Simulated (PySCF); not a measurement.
Work out the structure from these simulated measurements.

Elements present: C, Cl, H, O and Si. Monoisotopic mass: 199.9912 u.

* Rotational structure: rotational constants A, B, C: 1.013, 0.495, 0.365 GHz [GFN2-xTB]
* Dipole: 3.01 D [PBE0/pcSseg-1]
* 13C NMR: chemical shifts (computed TMS as zero) by class: 69.9 (1 C), 28.5 (1 C), 27.3 (1 C) ppm [GIAO PBE0/pcSseg-1]
* NMR, other nuclei: isotropic shieldings of nuclei other than C and H, by class: 232 (1 O), 290 (1 O), 382 (1 Si), 393 (1 Si), 398 (1 Si), 1076 (1 Cl) ppm [GIAO PBE0/pcSseg-1]
* 1H NMR: chemical shifts (computed TMS as zero) by class: 5.43 (1 H), 5.25 (1 H), 5.25 (3 H), 4.96 (1 H), 4.19 (1 H), 1.36 (3 H), 1.23 (3 H) ppm [GIAO PBE0/pcSseg-1]

The electronic properties come from PySCF, for the isolated species, density fitting. Levels stand in brackets. Geometry: GFN2-xTB, one conformer, isolated molecule. GFN2-xTB frequencies show an imaginary mode (37i cm⁻¹), so this geometry is no minimum at that level. NMR classes are plain means over equivalent atoms (diastereotopic ones count apart unless rotation or inversion swaps them), as if these changed places fast.

**Question.** Which formula fits the mass and the elements?

**Answer.** C3H13ClO2Si3 (calculated 199.9912). No other formula that holds each of these elements comes within 0.0003 u with a fitting electron parity and a possible valence count.

**Question.** Propose a structure and show how it fits.

**Answer.** Numbering: `[CH3:1][CH:2]([CH3:3])[O:4][Si@H:5]([O:6][SiH3:7])[SiH2:8][Cl:9]`. Its formula, C3H13ClO2Si3, gives 0 degrees of unsaturation, so no ring and no π bond. 3 carbons fall into 3 classes; from least to most shielded: sp3 carbon bound to oxygen [C2] (69.9 ppm), methyl carbon [C1] (28.5 ppm), methyl carbon [C3] (27.3 ppm). Hydrogen classes from least to most shielded: 1 H on an oxygen-bound silicon, Si5 (5.43 ppm), 1 H on a chlorine-bound silicon, Si8 (5.25 ppm), 3 H on an oxygen-bound silicon, Si7 (5.25 ppm), 1 H on a chlorine-bound silicon, Si8 (4.96 ppm), 1 H on an sp3 carbon bound to oxygen, C2 (4.19 ppm), 3 H on a methyl carbon, C1 (1.36 ppm, a mean of values up to 0.5 ppm apart in this geometry), 3 H on a methyl carbon, C3 (1.23 ppm). The other shieldings belong to: 232 ppm, silyl ether oxygen [O4]; 290 ppm, siloxane oxygen [O6]; 382 ppm, oxygen-bound silicon [Si5]; 393 ppm, oxygen-bound silicon [Si7]; 398 ppm, chlorine-bound silicon [Si8]; 1076 ppm, silicon-bound chlorine [Cl9]. The optimised geometry has point group C1 and is an asymmetric top. Structure: `O([Si@@H]([SiH2]Cl)O[SiH3])C(C)C`. The assignments are read from this structure; whether some other isomer fits the data as well wasn't checked. The mirror image fits equally.

Shape of the structure used: `[CH3:1][CH:2]([CH3:3])[O:4][Si@H:5]([O:6][SiH3:7])[SiH2:8][Cl:9]`: C1–C2–O4–Si5 110°, C2–O4–Si5–O6 -51°, O4–Si5–O6–Si7 -78°, O4–Si5–Si8–Cl9 -177°.
